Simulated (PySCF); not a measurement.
GeOCl, SMILES [Ge](=[O])[Cl], multiplicity 2. Geometry optimised at B3LYP-D3(BJ)/def2-TZVP.

These are B3LYP-D3(BJ)/def2-TZVP run with PySCF values and carry that method's errors.

Harmonic wavenumbers (cm⁻¹): 148, 370, 784. Rotational constants (GHz): 22.00, 3.285, 2.858; symmetry number 1.

Question: Work out the zero-point energy and the ideal-gas rigid-rotor harmonic-oscillator thermochemistry at 298.15 K and 1 atm.

Answer: ZPE = ½ Σ hcν = ½ × 1302 cm⁻¹ = 1.86 kcal/mol. H − E(el) = 4.90 kcal/mol. Entropy in cal/(mol K): translation 40.36, rotation 24.86, vibration 4.00, spin 1.38, total 70.60. G − E(el) = -16.15 kcal/mol. Cp = 12.07 cal/(mol K). Modes under 150 cm⁻¹ make the vibrational entropy uncertain.
